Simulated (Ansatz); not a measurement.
**Molecular dynamics of Cl$_{3}$FHf**

Input file:

```yaml
crystal:
  periodic: [false, false, false]
  atoms:
    - { symbol: Hf, position_ang: [0.127941, -0.074044, 0.076642] }
    - { symbol: F, position_ang: [0.239234, -0.213163, 1.955125] }
    - { symbol: Cl, position_ang: [2.367117, -0.01009, -0.837455] }
    - { symbol: Cl, position_ang: [-0.912047, 1.941002, -0.621525] }
    - { symbol: Cl, position_ang: [-1.119548, -1.866933, -0.726135] }
basis:
  gaussian: { orbitals: def2-SVP }
hamiltonian:
  xc: hf
md:
  timestep: 1.0
  n_steps: 100
  ensemble: nvt_nose_hoover
  temperature: 300.0
  initial_velocities: maxwell_boltzmann
  seed: 293558
  nose_hoover: { tau: 50.0, chain_length: 1 }
```

Launched with:

```bash
$ ansatz run input.yaml --threads 1 --pin off --max-ram 2048MiB --backend cpu --events-out ev --progress --plain --runs-dir out
```

It goes on from the last frame of an earlier run, with new velocities.

Output, in part (one step line in 4, the closing report, with atoms numbered from 0):

```
md step     0: t =     0.00 fs  T =   300.0 K  F+E_penalty+E_count = -41503.87927374 eV  E_kin = 0.116334 eV  conserved = -41503.76293974 eV  (37 SCF iters)
md step     4: t =     4.00 fs  T =   316.1 K  F+E_penalty+E_count = -41503.88552677 eV  E_kin = 0.122566 eV  conserved = -41503.76294684 eV  (38 SCF iters)
md step     8: t =     8.00 fs  T =   328.4 K  F+E_penalty+E_count = -41503.89040377 eV  E_kin = 0.127335 eV  conserved = -41503.76295658 eV  (38 SCF iters)
md step    12: t =    12.00 fs  T =   330.3 K  F+E_penalty+E_count = -41503.89139377 eV  E_kin = 0.128065 eV  conserved = -41503.76296510 eV  (38 SCF iters)
md step    16: t =    16.00 fs  T =   316.3 K  F+E_penalty+E_count = -41503.88639948 eV  E_kin = 0.122668 eV  conserved = -41503.76296667 eV  (38 SCF iters)
md step    20: t =    20.00 fs  T =   286.2 K  F+E_penalty+E_count = -41503.87513823 eV  E_kin = 0.110966 eV  conserved = -41503.76295939 eV  (38 SCF iters)
md step    24: t =    24.00 fs  T =   245.2 K  F+E_penalty+E_count = -41503.85958214 eV  E_kin = 0.095091 eV  conserved = -41503.76294638 eV  (38 SCF iters)
md step    28: t =    28.00 fs  T =   202.6 K  F+E_penalty+E_count = -41503.84310231 eV  E_kin = 0.078546 eV  conserved = -41503.76293317 eV  (38 SCF iters)
md step    32: t =    32.00 fs  T =   167.0 K  F+E_penalty+E_count = -41503.82909044 eV  E_kin = 0.064771 eV  conserved = -41503.76292385 eV  (38 SCF iters)
md step    36: t =    36.00 fs  T =   144.7 K  F+E_penalty+E_count = -41503.81990729 eV  E_kin = 0.056121 eV  conserved = -41503.76292017 eV  (38 SCF iters)
md step    40: t =    40.00 fs  T =   138.0 K  F+E_penalty+E_count = -41503.81647344 eV  E_kin = 0.053525 eV  conserved = -41503.76292192 eV  (38 SCF iters)
md step    44: t =    44.00 fs  T =   146.0 K  F+E_penalty+E_count = -41503.81833859 eV  E_kin = 0.056606 eV  conserved = -41503.76292842 eV  (38 SCF iters)
md step    48: t =    48.00 fs  T =   164.6 K  F+E_penalty+E_count = -41503.82383537 eV  E_kin = 0.063826 eV  conserved = -41503.76293955 eV  (38 SCF iters)
md step    52: t =    52.00 fs  T =   186.8 K  F+E_penalty+E_count = -41503.83010629 eV  E_kin = 0.072447 eV  conserved = -41503.76295404 eV  (38 SCF iters)
md step    56: t =    56.00 fs  T =   203.2 K  F+E_penalty+E_count = -41503.83345617 eV  E_kin = 0.078786 eV  conserved = -41503.76296511 eV  (38 SCF iters)
md step    60: t =    60.00 fs  T =   205.3 K  F+E_penalty+E_count = -41503.83081381 eV  E_kin = 0.079625 eV  conserved = -41503.76296386 eV  (38 SCF iters)
md step    64: t =    64.00 fs  T =   192.1 K  F+E_penalty+E_count = -41503.82198464 eV  E_kin = 0.074511 eV  conserved = -41503.76294539 eV  (38 SCF iters)
md step    68: t =    68.00 fs  T =   173.0 K  F+E_penalty+E_count = -41503.81081089 eV  E_kin = 0.067068 eV  conserved = -41503.76291712 eV  (38 SCF iters)
md step    72: t =    72.00 fs  T =   164.1 K  F+E_penalty+E_count = -41503.80362140 eV  E_kin = 0.063641 eV  conserved = -41503.76289460 eV  (38 SCF iters)
md step    76: t =    76.00 fs  T =   180.1 K  F+E_penalty+E_count = -41503.80564310 eV  E_kin = 0.069849 eV  conserved = -41503.76289080 eV  (38 SCF iters)
md step    80: t =    80.00 fs  T =   225.4 K  F+E_penalty+E_count = -41503.81786417 eV  E_kin = 0.087387 eV  conserved = -41503.76290618 eV  (38 SCF iters)
md step    84: t =    84.00 fs  T =   291.8 K  F+E_penalty+E_count = -41503.83649637 eV  E_kin = 0.113145 eV  conserved = -41503.76292963 eV  (38 SCF iters)
md step    88: t =    88.00 fs  T =   363.7 K  F+E_penalty+E_count = -41503.85527323 eV  E_kin = 0.141048 eV  conserved = -41503.76294640 eV  (38 SCF iters)
md step    92: t =    92.00 fs  T =   426.3 K  F+E_penalty+E_count = -41503.86890371 eV  E_kin = 0.165303 eV  conserved = -41503.76294871 eV  (38 SCF iters)
md step    96: t =    96.00 fs  T =   471.3 K  F+E_penalty+E_count = -41503.87519697 eV  E_kin = 0.182753 eV  conserved = -41503.76294103 eV  (38 SCF iters)
md step   100: t =   100.00 fs  T =   496.8 K  F+E_penalty+E_count = -41503.87441115 eV  E_kin = 0.192638 eV  conserved = -41503.76293484 eV  (38 SCF iters)
Total energy: -41503.87441115 eV, -1525.2392522732 hartree
Atom 0 at     0.147565    -0.031495     0.063235 Å, force    -0.223119    -0.487679    -0.932604 eV/Å
Atom 1 at     0.280703    -0.120100     1.937677 Å, force    -0.050976    -0.019787     0.337353 eV/Å
Atom 2 at     2.375228    -0.221627    -0.772798 Å, force    -0.442862     0.196460     0.125482 eV/Å
Atom 3 at    -1.072947     1.926628    -0.535417 Å, force     0.339713    -0.249737     0.103872 eV/Å
Atom 4 at    -1.087788    -1.905126    -0.800049 Å, force     0.377244     0.560744     0.365897 eV/Å
Dipole moment:     0.031018     0.092902     0.036482 e Å
```

The run went to its last step. The conserved energy stayed within 0.011 meV per atom of its start (net change 0.001 meV per atom), so the integration is sound. The mean temperature of the second half is 11 % below the set value. A run of 0.1 ps of so small a system gives no equilibrium averages.

The same pairs are bonded in the first frame and the last. Pairs count as bonded within 1.25 times the sum of covalent radii (0.12 Å more for H–H).

Last frame:

```xyz
5
Properties=species:S:1:pos:R:3
Hf 0.148 -0.032 0.063
F 0.281 -0.120 1.938
Cl 2.375 -0.222 -0.773
Cl -1.073 1.927 -0.535
Cl -1.088 -1.905 -0.800
```

The run took 4.4 min on 1 thread of Arm Neoverse V2, on a shared host, peak memory 0.2 GiB.
